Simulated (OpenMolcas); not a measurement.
N+: effect of the basis set

* Program: OpenMolcas
* Method: SS-CASPT2, IPEA 0.25 Eh, imaginary shift 0.1 Eh (closed shells correlated: 1s)
* Active space: 4 electrons in 4 orbitals (2s 2p)
* State averaging: 2S+1 = 3 even, 6 roots; 2S+1 = 1 even, 6 roots; 2S+1 = 5 odd, 1 root; 2S+1 = 3 odd, 9 roots; 2S+1 = 1 odd, 8 roots
* Spin-orbit coupling: RASSI with atomic mean-field integrals over the reference wave functions, term energies averaged over their components

A. ANO-R1 [3s2p1d], X2C, finite nucleus; CASPT2 step about 3 core-seconds
B. ANO-RCC-VTZP [4s3p2d1f], DKH2, point nucleus; CASPT2 step roughly 1.6 core-seconds
C. ANO-L-VTZP [4s3p2d1f], non-relativistic, point nucleus; CASPT2 step about 2.8 core-seconds
D. ANO-R3 [4s4p2d1f], X2C, finite nucleus; CASPT2 step roughly 2.3 core-seconds
E. ANO-R2 [4s4p2d1f], X2C, finite nucleus; CASPT2 step of the order of 3 core-seconds
F. ANO-RCC-VQZP [5s4p3d2f1g], DKH2, point nucleus; CASPT2 step roughly 2.8 core-seconds

Energies in cm⁻¹ above 2s² 2p² ³P₀, the measured ground level; measured values from NIST Handbook of Basic Atomic Spectroscopic Data.

| Level | A | B | C | D | E | F | Measured |
| --- | --- | --- | --- | --- | --- | --- | --- |
| 2s² 2p² ³P₀ | 0.0 | 0.0 | 0.0 | 0.0 | 0.0 | 0.0 | 0.0 |
| 2s² 2p² ³P₁ | 43.8 | 44.1 | 44.3 | 44.2 | 44.2 | 44.7 | 48.7 |
| 2s² 2p² ³P₂ | 130 | 131 | 132 | 131 | 131 | 133 | 131 |
| 2s² 2p² ¹D₂ | 16400 | 15350 | 15500 | 15260 | 15260 | 14980 | 15316 |
| 2s² 2p² ¹S₀ | 33430 | 31890 | 32220 | 31770 | 31770 | 31430 | 32689 |
| 2s 2p³ ⁵S°₂ | 41900 | 43810 | 43560 | 44130 | 44130 | 44510 | 46785 |
| 2s 2p³ ³D°₂ | 91140 | 90120 | 90150 | 90220 | 90200 | 89850 | 92250 |
| 2s 2p³ ³D°₁ | 91140 | 90120 | 90150 | 90220 | 90200 | 89850 | 92251 |
| 2s 2p³ ³D°₃ | 91140 | 90120 | 90150 | 90220 | 90200 | 89850 | 92236 |
| 2s 2p³ ³P°₀ | 110110 | 108690 | 108940 | 108680 | 108690 | 108200 | 109223 |
| 2s 2p³ ³P°₁ | 110110 | 108690 | 108940 | 108680 | 108690 | 108200 | 109216 |
| 2s 2p³ ³P°₂ | 110110 | 108690 | 108950 | 108680 | 108690 | 108200 | 109217 |
| 2s 2p³ ¹D°₂ | 149460 | 146510 | 146940 | 146420 | 146400 | 145630 | 144188 |
| 2s 2p³ ³S°₁ | 159810 | 157850 | 158230 | 157500 | 157500 | 156900 | 155127 |
| 2s 2p³ ¹P°₁ | 168230 | 164800 | 165510 | 164580 | 164570 | 163620 | 166766 |

Deviations, from unrounded energies. A percentage is the sum of absolute deviations over the sum of measured energies, with the sign that they share, or ± where signs differ.

```
                        Against measurement  Levels     A     B     C     D     E     F
             mean absolute deviation (cm-1)      14  1700  1300  1300  1300  1300  1500
      fine structure of the ground term (%)       2  -3.1  ±2.6  ±2.9  ±2.8  ±2.8  ±3.3
other terms of the ground configuration (%)       2  +3.8  ±1.7  ±1.3  -2.0  -2.0  -3.3
                   other configurations (%)      10  ±2.0  ±1.6  ±1.6  ±1.5  ±1.5  ±1.7
```

B, C, D, E lie about equally close to measurement and A furthest from it. The largest miss of C in the table is 2s 2p³ ⁵S°₂, by -3200 cm-1. The ranking rests on the paired levels alone, and a cruder setting can come out closer through cancelling errors.

The two smallest mean deviations differ by little beside CASPT2's spread within terms, so their order carries little weight.

Among A to F the level of the table that moves most is 2s 2p³ ¹P°₁, by 4600 cm-1 (lowest in F, highest in A). Moves below CASPT2's spread within the term are not significant.

CASPT2 breaks the degeneracy within a term, and the mean is taken; among the terms shown or strongly mixed into the levels shown the widest spread is 250 cm-1 (2s 2p³ ¹D°, E). Measured partners are found by configuration, term and J. A level has none where our copy of the source lacks it or the pairing is in doubt (some pairs that miss far off the trend of their configuration count as doubtful), and it then counts in no deviation. Only configurations of the active space appear. Levels that lie high or do not pair safely by name in every column are left out.

° marks odd parity.
